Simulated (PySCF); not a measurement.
## Removing an electron from `C=C[SiH2]C=O`

Compound: C₃H₆OSi.
Cartesian coordinates in Å at the PBE0-D3(BJ)/def2-SVP level; atoms count from 1:
```
atom  x, y, z in Å
C1    -1.8314    0.7802   -0.7735
C2    -1.1392    0.0520    0.1112
Si3    0.5202   -0.7217   -0.2550
C4     1.8391    0.1634    0.8523
O5     2.3633   -0.3642    1.8005
H6    -1.4715    0.9479   -1.7950
H7    -2.7926    1.2413   -0.5196
H8    -1.5619   -0.0799    1.1163
H9     0.8617   -0.4712   -1.6902
H10    0.5531   -2.1778    0.0645
H11    2.0850    1.2359    0.5989
```

Level: CAM-B3LYP/def2-SVPD (PySCF). Frontier orbitals with their largest atomic shares (Löwdin; up to four atoms above 4 %):

| orbital | ε (eV) | main atoms |
| --- | --- | --- |
| HOMO−3 | -11.43 | Si3 38 %, H10 24 %, H9 21 %, C2 6 % |
| HOMO−2 | -10.79 | C2 31 %, Si3 20 %, C1 14 %, H8 8 % |
| HOMO−1 | -9.85 | C2 38 %, C1 35 %, Si3 7 %, O5 4 % |
| HOMO | -8.39 | ? |
| LUMO | -0.54 | C4 32 %, O5 28 %, Si3 12 %, C2 8 % |
| LUMO+1 | 0.48 | C1 28 %, C2 25 %, Si3 12 %, C4 9 % |
| LUMO+2 | 1.34 | Si3 28 %, C1 22 %, C2 8 %, H6 8 % |

Problem. What vertical ionisation energy does ΔSCF give, and how far is −ε(HOMO) from it?

Solution. ΔSCF: 9.32 eV (899 kJ/mol; threshold wavelength 133 nm); ⟨S²⟩ of the doublet left behind is 0.760, against 0.75 for a pure doublet. −ε(HOMO) is 8.39 eV, 0.93 eV below it. In exact Kohn–Sham theory the two would be equal; CAM-B3LYP (range-separated hybrid) falls short of its own ΔSCF value by 10 %.

Problem. On which atoms does the HOMO lie?

Solution. O5 (carbonyl oxygen) 47 %, C4 (carbonyl carbon) 21 %, Si3 (SiH2 silicon) 11 %, H11 (formyl hydrogen) 10 %. The HOMO−1 lies 1.46 eV lower.

Problem. And the vertical electron affinity, the fundamental gap, Mulliken's electronegativity and the hardness (with the factor ½)?

Solution. EA = -0.23 eV by ΔSCF (−ε(LUMO) = 0.54 eV); a negative value means that the added electron isn't bound at this geometry and level, and the number then depends on the basis. IE − EA = 9.55 eV against an orbital gap of 7.85 eV; (IE + EA)/2 = 4.54 eV; (IE − EA)/2 = 4.78 eV. Parr's electrophilicity index (IE + EA)²/[8(IE − EA)] is 1.08 eV.

Problem. How many of the 10 lowest singlet excitations (vertical TDDFT, same level) lie below the ionisation energy?

Solution. All 10; they run from 3.20 to 7.61 eV.

Problem. What total energies stand behind the ΔSCF value?

Solution. E(N) = -482.27915 Eh and E(N − 1) = -481.93655 Eh at the same geometry, 0.34260 Eh apart. With one more electron, E(N + 1) = -482.27070 Eh.

Isolated species at its PBE0-D3(BJ)/def2-SVP geometry (one conformer only).
